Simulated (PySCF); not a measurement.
C2H5ClFNSi, SMILES N[Si@H](Cl)/C=C/F.

Geometry optimised at TPSSh-D3(BJ)/def2-SVP. The structure was generated by enumeration; whether it is a known compound was not checked. Other conformers were not sampled.

These are B3LYP/def2-TZVP run with PySCF values and carry that method's errors.

Gas-phase values at a fixed geometry.

```json
{
  "total_energy": "-983.73877 hartree",
  "highest_occupied_level": "-7.70 eV",
  "lowest_empty_level": "-0.88 eV",
  "orbital_gap": "6.82 eV",
  "dipole_moment": "1.92 D",
  "quadrupole, principal values (traceless, Buckingham form, about the centre of nuclear charge)": "-7.23, 0.32, 6.91 D·Å",
  "mean_static_polarisability": "68.1 bohr³ (10.09 Å³)",
  "polarisability_principal_values": "53.0, 69.8, 81.4 bohr³"
}
```
